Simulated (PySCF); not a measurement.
## Calculated NMR parameters of C[SiH2]c1ccc(N)o1

```yaml
Formula: C5H9NOSi
SMILES: C[SiH2]c1ccc(N)o1
Point_group_of_the_computed_structure: C1
Degrees_of_unsaturation: 3
Carbon_signals: 5
Proton_signals: 5
```

Numbering as in the mapped SMILES `[CH3:1][SiH2:2][c:3]1[cH:4][cH:5][c:6]([NH2:7])[o:8]1`; H(Xn) means a hydrogen on atom n.

PySCF calculation with PBE0/pcSseg-1 with gauge-including orbitals and coordinates at the GFN2-xTB level; averaged over atoms made equivalent by symmetry, fast rotation or ring inversion, isolated molecule, non-relativistic Hamiltonian, a single conformation.

Chemical shifts δ = σref − σ; 1H (σref 31.72) and 13C (σref 186.93) and 29Si (σref 349.16) against TMS; 15N (σref 267.73) against NH3; 17O (σref 336.08) vs H2O, all at this level.

| carbon | δC, type | δH (multiplicity) | HMBC from (2–3 bonds) | span of the C tensor (ppm) |
| --- | --- | --- | --- | --- |
| C1 | -5.2, CH3 | 0.29 (t) | H(Si2) | 11 |
| C3 | 143.8, C | – | H(C4), H(C5), H(Si2), H(C1) | 127 |
| C4 | 132.4, CH | 6.92 (m) | H(C5), H(Si2) | 196 |
| C5 | 89.3, CH | 5.36 (m) | H(C4) | 119 |
| C6 | 167.5, C | – | H(C4), H(C5) | 140 |

Other nuclei:
```csv
atoms,nucleus,environment,δ (ppm),σ (ppm)
H(Si2),1H,hydrogen on a silicon bonded to 2 C,4.63,27.09
H(N7),1H,hydrogen on an aniline-type nitrogen,3.60,28.12
Si2,29Si,"silicon bonded to 2 C, 2 H",-59.2,408.3
N7,15N,aniline-type nitrogen,68.4,199.3
O8,17O,aromatic ring oxygen,287.8,48.3
```

1. Carbon types of the structure: 2 × C, 2 × CH, 1 × CH3, leaving 4 H on heteroatoms.
2. δC 167.5: aromatic carbon bearing nitrogen; the electronegative substituent deshields the carbon that carries it.
3. δC 143.8: substituted aromatic carbon next to the ring oxygen.
4. δC 132.4, 89.3: aromatic CH.
5. δH 6.92, 5.36: hydrogen on an aromatic CH.
6. δH 3.60: hydrogen on an aniline-type nitrogen; exchangeable; this is the value without hydrogen bonding to other molecules.

OH and NH positions are those of a molecule without intermolecular hydrogen bonds; in solution they move with solvent, concentration and temperature, and exchange usually removes their couplings. Shifts are as computed. Against solution values, carbons near 30 ppm lie about +3 ppm off and those near 130 ppm about +5 ppm. Of 1211 compounds with measured shifts, 218 miss one by over three times the rms of a fit or turn the order of signals round; such compounds aren't used in these exercises. Unscaled 17O shifts of doubly bonded oxygen tend to come out too high, by tens of ppm or more. Experimental scales use liquid or dissolved standards, which lie at an offset from isolated NH3 (liquid NH3: subtract about 20 ppm) and H2O (liquid H2O: subtract about 36 ppm). No couplings were computed; multiplicities are counted from neighbouring protons, with m where these are inequivalent, close in shift, in a saturated or five-membered ring or joined by F or P, and br s for small geminal =CH2 splittings.
